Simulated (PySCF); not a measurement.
NICS in rings of unrelated molecules.

Definitions: NICS(0) = −σiso at the ring centroid; NICS(1) = −σiso and NICS(1)zz = −σzz at ±1 Å along the ring normal z. Level: GIAO PBE0/pcSseg-1 (PySCF, non-relativistic, gas phase) on the GFN2-xTB geometries, one conformer each. Atom numbers follow the mapped SMILES.

Question: Order these rings by mean NICS(1)zz, lowest (most negative) first (ppm).
A. ring C2–C3–C4–C5 in `[O:1]=[C:2]1[CH:3]=[CH:4][CH2:5]1`
B. ring C4–C5–N6–N7–C8–C9 in `[CH3:1][C:2](=[O:3])[c:4]1[cH:5][n:6][n:7][cH:8][c:9]1[CH3:10]`
C. ring C3–C4–C5–C6–O10 in `[CH3:1][O:2][c:3]1[cH:4][cH:5][c:6]([C:7](=[O:8])[F:9])[o:10]1`
D. ring C2–C3–P5 in `[CH3:1][C@@H:2]1[C@H:3]([CH3:4])[P@H+:5]1[CH3:6]` (charge +1)
E. ring C4–C5–C6–C7–C9–C10 in `[CH3:1][CH2:2][O:3][C@H:4]1[CH2:5][CH2:6][C@@H:7]([F:8])[CH2:9][CH2:10]1`

Answer: B (-27.1), C (-21.4), D (-17.4), A (0.6), E (1.9).

```json
{"SMILES": "CC(=O)c1cnncc1C", "ring": "6-membered ring with 2 N; formal bonds all aromatic", "NICS(0)": "-6.0", "NICS(1)": "-11.4", "NICS(1)zz": "-27.1", "HOMA": "0.96", "rms pucker (Å)": "0.01", "ring atoms with four or more neighbours": "0"}
{"SMILES": "COc1ccc(C(=O)F)o1", "ring": "5-membered ring with O; formal bonds all aromatic", "NICS(0)": "-11.3", "NICS(1)": "-9.2", "NICS(1)zz": "-21.4", "HOMA": "0.50", "rms pucker (Å)": "0.00", "ring atoms with four or more neighbours": "0"}
{"SMILES": "C[C@@H]1[C@H](C)[P@H+]1C", "ring": "3-membered ring with P; formal bonds all single", "NICS(0)": "-33.6", "NICS(1)": "-8.2", "NICS(1)zz": "-17.4", "HOMA": "–", "rms pucker (Å)": "0.00", "ring atoms with four or more neighbours": "3"}
{"SMILES": "O=C1C=CC1", "ring": "4-membered carbocycle; formal bonds 1 double, 3 single", "NICS(0)": "6.3", "NICS(1)": "-2.2", "NICS(1)zz": "0.6", "HOMA": "–", "rms pucker (Å)": "0.00", "ring atoms with four or more neighbours": "1"}
{"SMILES": "CCO[C@H]1CC[C@@H](F)CC1", "ring": "6-membered carbocycle; formal bonds all single", "NICS(0)": "-3.6", "NICS(1)": "-2.9", "NICS(1)zz": "1.9", "HOMA": "–", "rms pucker (Å)": "0.24", "ring atoms with four or more neighbours": "6"}
```

NICS(0) gives another order. The isotropic NICS(1) gives another order. HOMA uses Krygowski's 1993 parameters; it is left out where a ring has a four-coordinate atom, a triple bond, no multiple bond or a kind of bond without parameters. NICS(1) and NICS(1)zz are means over the two faces.
